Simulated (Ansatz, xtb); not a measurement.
## Ranking isomers of AlClHN2Si

8 gas-phase structures of AlClHN2Si, found in a search over its isomers (lower ones may exist). Each was relaxed with GFN2-xTB; where two conformers were screened, the lower at r2SCAN-D4/def2-SVP is listed:

A. a doublet given by its coordinates
B. `[NH][Al]([Cl])[N]=[Si]`, a doublet
C. `N#[Si][NH][Al][Cl]`, a doublet
D. `[N]=[Si]=[N][AlH][Cl]`, a doublet
E. `[Cl][Al]1[NH]N=[Si]1`, a doublet
F. `N=[Si]=[N][Al][Cl]`, a doublet
G. a doublet given by its coordinates
H. `[Cl][Al@H-]1[N]2[Si]=[N+]21`, a doublet

A (Å):

```xyz
6

Al   -1.0410    0.1202   -0.8655
Cl   -2.8258   -0.2872   -0.0209
N     0.0175   -0.3519   -2.2944
N     0.2936    1.3511   -0.3021
Si    1.1320    0.7626   -1.7102
H     0.6066    2.0479    0.3590
```

Close contacts (Å): Al1–Cl2 2.02, Al1–N3 1.84, Al1–N4 1.90, Al1–Si5 2.42, N3–Si5 1.68, N4–Si5 1.74, N4–H6 1.01.

G (Å):

```xyz
6

Al   -1.0694   -0.1066   -0.0592
Cl   -2.4173   -1.2146    0.9325
N    -0.1755   -0.1889   -1.6784
N    -0.1498    1.4766    0.2172
Si    0.5871    1.2611   -1.2831
H     1.5485    2.0559   -1.9932
```

Close contacts (Å): Al1–Cl2 2.01, Al1–N3 1.85, Al1–N4 1.85, Al1–Si5 2.47, N3–Si5 1.69, N4–Si5 1.69, Si5–H6 1.44.

**Question.** Make a reasoned guess at their ranking by r2SCAN-D4/def2-SVP single-point energy.

**Answer.** Calculated order at r2SCAN-D4/def2-SVP: A (0.000), B (0.439), G (1.023), F (1.255), H (1.299), E (1.994), C (2.436), D (2.529) eV.

Energies above the lowest of each column, in eV; the last columns are at B3LYP-D3(BJ)/def2-SVP geometries and were run for some of them only (a dash: not run or not comparable):

```
structure  GFN2-xTB  HF/STO-3G  r2SCAN-D4/def2-SVP  B3LYP-D3(BJ)/def2-SVP  CCSD(T)/def2-SVP + ΔMP2/def2-TZVPP
        A     0.124      1.139               0.000                  0.035                               0.000
        B     0.991      0.547               0.439                  0.000                               0.273
        G     0.561      1.292               1.023                      –                                   –
        F     0.000      5.479               1.255                      –                                   –
        H     0.517      0.000               1.299                      –                                   –
        E     1.082      2.313               1.994                      –                                   –
        C     0.810      4.272               2.436                      –                                   –
        D     0.436      3.326               2.529                      –                                   –
```

CCSD(T)/def2-SVP + ΔMP2/def2-TZVPP puts A lowest of those it was run on; GFN2-xTB picks F, HF/STO-3G picks H, B3LYP-D3(BJ)/def2-SVP picks B. Some further structures that were screened fall inside this span and aren't listed. Flexible structures stand in one conformer each, not always the lowest. Frequencies (B3LYP-D3(BJ)/def2-SVP) were run for A, B alone. The ΔMP2 step shifts differences by up to 0.382 eV, which makes them less sure. Open shells are spin-unrestricted, some with notable spin contamination. ΔMP2 is the change of the MP2 energy from the smaller to the larger basis.

Over these structures GFN2-xTB departs from r2SCAN-D4/def2-SVP by 0.665 eV on average once a common shift is removed. A GFN2-xTB relaxation took about 0.15 s and the r2SCAN-D4/def2-SVP energy about 2 s on a shared host (Ansatz 0.2.0, xtb 6.7.1).
